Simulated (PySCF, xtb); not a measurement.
MoOCl4, SMILES [O]=[Mo]([Cl])([Cl])([Cl])[Cl], multiplicity 1.

GFN2-xTB run with xtb at its own geometry gives an orbital gap of 3.16 eV and a dipole moment of 1.80 D.

The structure is a stationary point at B3LYP-D3(BJ)/def2-SVP. The multiplicity is an assumed one; no other spin state was optimised. The isomer is the one that the SMILES or the coordinates give; other isomers of the formula were not compared. The def2 effective core potentials stand for the cores of Mo; spin–orbit coupling is left out.

Task: What does PBE0/def2-TZVP run with PySCF give? (Estimate from the structure and the level; the computed values follow.)

Result: gap 4.04 eV (levels -8.91 and -4.87 eV), dipole 1.06 D.
